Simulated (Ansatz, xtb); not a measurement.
Relative energy of two isomers of C2H11NOSi2

Structure X: `CCN([SiH3])[SiH2]O`, a singlet. Structure Y: `CN(C)[SiH2]O[SiH3]`, a singlet. Both are isolated molecules in the gas phase, relaxed with PBE0-D3(BJ)/def2-SVP, each in the lowest conformer that the search found.

Task: Estimate which is lower in electronic energy at CCSD(T)/def2-SVP + ΔMP2/def2-TZVPP, and by roughly how much.

Result: The CCSD(T)/def2-SVP + ΔMP2/def2-TZVPP calculation puts structure Y lower, by 0.165 eV.

The same difference at several levels:

```csv
level,geometry,E(Y) − E(X) (eV),departure from the last row (eV),"job, with rough time for the two"
PBE0-D3(BJ)/def2-SVP,PBE0-D3(BJ)/def2-SVP,−0.161,+0.004,"optimisation, 2.9 min"
HF/def2-SVP,PBE0-D3(BJ)/def2-SVP,−0.351,−0.186,part of the CCSD(T) run
MP2/def2-SVP,PBE0-D3(BJ)/def2-SVP,−0.154,+0.011,part of the CCSD(T) run
CCSD(T)/def2-SVP,PBE0-D3(BJ)/def2-SVP,−0.179,−0.014,single point
CCSD(T)/def2-SVP + ΔMP2/def2-TZVPP,PBE0-D3(BJ)/def2-SVP,−0.165,,"single point, 75 s"
```

As drawn, Y has 1 C–N, 1 O–Si, 1 C–H in place of 1 C–C, 1 N–Si, 1 O–H.

None of the levels shown reverses the order. The largest departure from CCSD(T)/def2-SVP + ΔMP2/def2-TZVPP is that of HF/def2-SVP, 0.186 eV. Levels run at GFN2-xTB geometries aren't shown. The last row adds to CCSD(T) the change of the MP2 difference between the two basis sets, here +0.014 eV.

With thermal terms from frequencies at re-optimised GFN2-xTB minima (ideal gas, soft modes damped towards free rotors, one conformer each, 298.15 K, 1 atm): the zero-point term adds −0.009 eV; ΔH is −0.159 and ΔG −0.209 eV.

The correlated steps freeze 14 core orbitals. Run with Ansatz 0.2.0, xtb 6.7.1; the last row on 4 threads of Arm Neoverse V1 on a shared host.
